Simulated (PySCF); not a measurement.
Gas-phase reaction: SnH₂F₂ + SnH₄ = 2 SnH₂ + 2 HF

Computed with PySCF (xtb for GFN2) and rigid-rotor harmonic-oscillator thermochemistry at 1 bar. † marks an energy on the PBE0/def2-TZVP geometry and frequencies; other levels use their own. MP2 and CCSD(T) freeze the core. All species are closed-shell singlets. Sn: scalar-relativistic def2 core potential, no spin-orbit coupling. SnH₂F₂, SnH₂: computed as isolated molecules; such fragments, hydroxides, amides, oligomers or adducts are transient or little studied in the gas. MP2 isn't extrapolated to the basis-set limit; its ΔH°(298 K) is 291.3 kJ in def2-SVP and 261.8 kJ in def2-TZVPP. CCSD(T) isn't extrapolated to the basis-set limit; its ΔH°(298 K) is 258.8 kJ in def2-SVP and 260.5 kJ in def2-TZVPP. The harmonic model lacks anharmonicity and excited electronic states, which grow with temperature; levels with a mode under 35 cm⁻¹ are left out.

```tsv
level	ΔE electronic, kJ	ΔH°(298 K), kJ	ΔS°(298 K), J/K	ΔG°(2000 K), kJ
BLYP/def2-TZVP†	231	229	286	-319
CCSD(T)/def2-TZVPP†	262	261	286	-287
GFN2-xTB	89	85	275	-435
M06-2X/def2-TZVP†	293	291	286	-257
MP2/def2-SVP†	293	291	286	-257
MP2/def2-TZVPP†	263	262	286	-286
PBE/def2-SVP	276	274	285	-269
PBE/def2-TZVP†	263	262	286	-286
PBE0/def2-SVP†	267	265	286	-283
PBE0/def2-TZVP	272	270	286	-278
LDA/def2-TZVP†	322	320	286	-228
```
ΔH° is lowest at GFN2-xTB and highest at LDA/def2-TZVP†. No reference value is set beside these.
